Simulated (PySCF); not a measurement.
**Worked example: the barrier**

An elementary step of Si2H6ClF, closed shell (Si₂H₅Cl ([SiH3][SiH2][Cl]) + HF → SiH₂ClF ([F][SiH2][Cl]) + SiH₄; bonds formed: Si1–F7, Si2–H6; bonds broken: Si1–Si2, H6–F7). “Start” is the structure reached by relaxing down from the saddle towards the reactants; PBE0-D4/def2-TZVP structures. The saddle:

Si1  (0.119, -1.119, -0.500)
Si2  (-0.288, 1.279, 0.433)
H3  (-0.489, -2.250, 0.215)
H4  (1.128, -1.291, -1.556)
Cl5  (-1.534, -0.541, -1.699)
H6  (0.833, -0.089, 0.708)
F7  (1.532, -1.083, 0.809)
H8  (0.519, 1.913, 1.518)
H9  (-0.133, 2.056, -0.814)
H10  (-1.686, 1.126, 0.886)
(Å)

PySCF 2.14 with density fitting (its default auxiliary sets; JK sets also for MP2 and CCSD(T)); basis: def2-TZVPP and def2-QZVPP; cores frozen in the correlated methods.

Energies in eV:

| quantity | saddle | start |
| --- | --- | --- |
| Hartree–Fock, triple zeta (X = 3) | -31030.00006 | -31032.35217 |
| Hartree–Fock, quadruple zeta (X = 4) | -31030.97222 | -31033.31609 |
| MP2 correlation, X = 3 | -20.27809 | -19.49010 |
| MP2 correlation, X = 4 | -22.04519 | -21.24020 |
| CCSD(T) correlation, X = 3 | -22.58047 | -21.88933 |

Task: Work out the barrier at the basis limit: extrapolate Hartree–Fock as E(X) = E∞ + A exp(−7.88 √X) and the MP2 correlation as E(X) = E∞ + B X^−2.97 (the exponents that Neese and Valeev fitted for def2-TZVPP and QZVPP), then add CCSD(T) − MP2 in triple zeta.

Result: Each step is linear, so take the differences first (saddle − start): Hartree–Fock 2.35211 (X = 3) and 2.34387 (X = 4); MP2 correlation -0.78799 and -0.80499; CCSD(T) correlation -0.69114.
Two points give E∞ = E(4) + w [E(4) − E(3)], with w = 1/(exp(7.88 (2 − √3)) − 1) = 0.1377 for Hartree–Fock and w = 1/((4/3)^2.97 − 1) = 0.7407 for the correlation.
Hartree–Fock: 2.34387 + 0.1377 × (-0.00824) = 2.3427 eV.
MP2 correlation: -0.80499 + 0.7407 × (-0.01700) = -0.8176 eV.
CCSD(T) − MP2: -0.69114 − (-0.78799) = 0.0968 eV.
Sum: 2.3427 + (-0.8176) + 0.0968 = 1.6219 eV, or 37.40 kcal/mol. Plain CCSD(T) in triple zeta gives 1.6610 eV, so the larger basis shifts the result by -0.0391 eV.

T1 diagnostic: at most 0.013.

Labels in which every atom is bracketed show which atoms are joined, not bond orders.

For scale, one of the runs: CCSD(T)/def2-TZVPP, 241 basis functions, launched by `OMP_NUM_THREADS=4 python run.py`. Hardware: 4 CPU threads of an Intel Xeon, shared host. Wall time 20 min; peak host memory 4.5 GiB.
